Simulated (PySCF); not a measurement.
NMR data simulated for an unnamed compound:

¹H NMR (500 MHz, computed): δ 4.12 (s, 3H), 3.81 (m, 1H).

¹³C{¹H} NMR (computed): δ 166.0 (C), 130.8 (C), 61.9 (CH), 55.5 (CH3).

PySCF 2.14 calculation with shieldings: GIAO PBE0/pcSseg-1 and structure optimised with GFN2-xTB; isolated molecule, a single conformation, relativity neglected, one averaged value for each set of equivalent atoms.

Scale: ¹H and ¹³C against TMS (reference shieldings calculated alike).

Question: Which of these does the molecule contain: a CF3 group, a heteroaromatic ring, a methoxy group, a benzene ring, an ester, a tert-butyl group?

Answer: 
- A CF3 group: yes (δC 130.8).
- A heteroaromatic ring: no.
- A methoxy group: yes (δC 55.5; δH 4.12 (s)).
- A benzene ring: no.
- An ester: yes (δC 166.0).
- A tert-butyl group: no.

The data belong to `InChI=1S/C5H4F6O2/c1-13-3(12)2(4(6,7)8)5(9,10)11/h2H,1H3`; they needn't prove each group on their own.

Carbon signals by region: 1 in the far downfield region (above 160 ppm), 1 in the sp2 and nitrile region (100–160 ppm), 2 at 50–100 ppm. Above 160 ppm: 166.0, ester carbonyl carbon.

Splittings by ¹⁹F in the carbon and heteronuclear signals aren't shown, as no couplings were computed. Shifts are as computed. Against solution values, carbons near 30 ppm lie about +3 ppm off and those near 130 ppm about +5 ppm. Of 1211 compounds with measured shifts, 218 miss one by over three times the rms of a fit or turn the order of signals round; such compounds aren't used in these exercises. No couplings were computed; multiplicities are counted from neighbouring protons, with m where these are inequivalent, close in shift, in a saturated or five-membered ring or joined by F or P, and br s for small geminal =CH2 splittings.
